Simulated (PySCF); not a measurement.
Estimate the missing entries of this data sheet.

ScBr (singlet state).
SMILES: `[Sc][Br]`

```json
{"property": "point group of the PBE0-D3(BJ)/def2-SVP geometry", "level": "PBE0-D3(BJ)/def2-SVP", "value": "?"}
{"property": "rotational constant B (linear) of the PBE0-D3(BJ)/def2-SVP geometry", "level": "PBE0-D3(BJ)/def2-SVP", "value": "?"}
{"property": "dipole moment", "level": "PBE0/def2-SVPD", "value": "?"}
{"property": "HOMO energy", "level": "PBE0/def2-SVPD", "value": "-4.96 eV"}
{"property": "LUMO energy", "level": "PBE0/def2-SVPD", "value": "-2.52 eV"}
{"property": "lowest singlet excitation", "level": "TDDFT PBE0/def2-SVPD", "value": "0.24 eV (5083 nm, f = 0.000 summed over 2 states within 0.01 eV)"}
{"property": "static isotropic polarisability", "level": "PBE0/def2-SVPD", "value": "?"}
{"property": "electronic spatial extent ⟨r²⟩ about the centre of nuclear charge", "level": "PBE0/def2-SVPD", "value": "?"}
```

Electronic properties: PySCF, gas phase, density fitting. Relativistic effects, spin–orbit coupling among them, are left out although an element past zinc is present.

(1) Give the static isotropic polarisability.

(2) What is the electronic spatial extent ⟨r²⟩ about the centre of nuclear charge?

(3) Give the point group of the PBE0-D3(BJ)/def2-SVP geometry.

(4) The dipole moment?

(5) What is the rotational constant B (linear) of the PBE0-D3(BJ)/def2-SVP geometry?

Results:

(1) 126.7 au.

(2) 346 bohr².

(3) C∞v.

(4) 3.02 D.

(5) 3.158 GHz.

The 6 singlets span 0.24 to 3.52 eV, and their oscillator strengths add up to 0.52. The principal polarisabilities are 120.5, 120.5 and 139.1 au; their mean is the isotropic value. B corresponds to 0.1053 cm⁻¹ and a moment of inertia of 160.1 u Å² (most abundant isotopes). Point group C∞v permits a dipole; with 3.02 D the species has a pure rotational spectrum. The polarisability is 18.78 Å³ as a volume (1 au = 0.148185 Å³), or 2.26 au for each of the 56 electrons.

For the TDDFT job (PBE0/def2-SVPD), the run took about 4 s of CPU time (one thread, shared machine).
